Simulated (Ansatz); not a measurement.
# Redistribution: C2H8OSi + C2H8O2Si2 → C2H10Si2 + C2H6O3Si

Species: C2H8OSi `CC[SiH2]O`, singlet; C2H8O2Si2 `C=C[Si](O)(O)[SiH3]`, singlet; C2H10Si2 `CC[SiH2][SiH3]`, singlet; C2H6O3Si `C=C[Si](O)(O)O`, singlet. The partners trade OH for SiH3; both sit on Si, so the bond types are kept.

Shapes, held fixed at every level: PBE0-D4/def2-TZVP. Flexible molecules stand in one conformer, not always the lowest. Programs: Ansatz 0.2.0. Electronic energies: no zero-point or thermal term.

```
               level                    kind  ΔE (kJ/mol)  less CCSD(T)/CBS estimate
       HF/def2-TZVPP            Hartree–Fock        -39.9                       -1.4
  PBE0-D4/def2-TZVPP           global hybrid        -39.5                       -1.0
  wB97M-V/def2-TZVPP  range-separated hybrid        -38.4                       +0.1
  wB97X-V/def2-TZVPP  range-separated hybrid        -37.0                       +1.5
  CCSD(T)/def2-TZVPP   coupled cluster or CI        -40.2                       -1.7
     CCSD/def2-TZVPP   coupled cluster or CI        -40.7                       -2.2
CCSD(T)/CBS estimate   coupled cluster or CI        -38.5                        0.0
```

The highest level, CCSD(T)/CBS estimate, gives ΔE = -38.5 kJ/mol; the levels span -40.7 to -37.0. The column of differences is taken from that level and isn't an error. No measured value is set beside it here. The CBS estimate extrapolates MP2 from def2-TZVPP and def2-QZVPP and adds CCSD(T) − MP2 in the triple-zeta set, cores frozen.
